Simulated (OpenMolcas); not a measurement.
## Worked example: vertical ionisation energy of B2NH2OF (SMILES OB1NB1F)

B2NH2OF: 7 atoms, total charge 0, spin state singlet. As SMILES, `OB1NB1F`. The coordinates come from a PBE0-D4/def2-TZVP relaxation. This is one conformer, not always the lowest.

| atom | x (Å) | y (Å) | z (Å) |
| --- | --- | --- | --- |
| O | -1.2767 | 0.1764 | 1.3081 |
| B | -0.3790 | 0.1502 | 0.3042 |
| N | 0.6322 | -0.7682 | -0.0948 |
| B | 0.5870 | 0.3397 | -0.9541 |
| F | 1.2500 | 0.7241 | -2.0253 |
| H | -1.8294 | 0.9602 | 1.2934 |
| H | 1.0772 | -1.6504 | 0.1229 |

Both states at this one shape; open shells run unrestricted unless said. 1 Eh = 27.2114 eV.

| level | program | singlet B2NH2OF (Eh) | doublet B2NH2OF+ (Eh) | HOMO of the first (eV) |
| --- | --- | --- | --- | --- |
| SVWN5/def2-SVP | OpenMolcas | -278.479432 | -278.126111 | -5.82 |
| PBE/def2-SVP | OpenMolcas | -280.316038 | -279.969357 | -5.73 |
| M06-L/def2-SVP | OpenMolcas | -280.601265 | -280.250041 | -6.01 |

Work out the vertical ionisation energy at each level.


1. SVWN5/def2-SVP: -278.126111 − (-278.479432) = 0.353321 Eh = 9.61 eV; −ε(HOMO) = 5.82 eV.
2. PBE/def2-SVP: -279.969357 − (-280.316038) = 0.346681 Eh = 9.43 eV; −ε(HOMO) = 5.73 eV.
3. M06-L/def2-SVP: -280.250041 − (-280.601265) = 0.351224 Eh = 9.56 eV; −ε(HOMO) = 6.01 eV.

No measured value is set beside it here; the levels span 9.43 to 9.61 eV. In semi-local functionals −ε(HOMO) lies far under the ionisation energy, a result of self-interaction, while the difference of totals does much better.
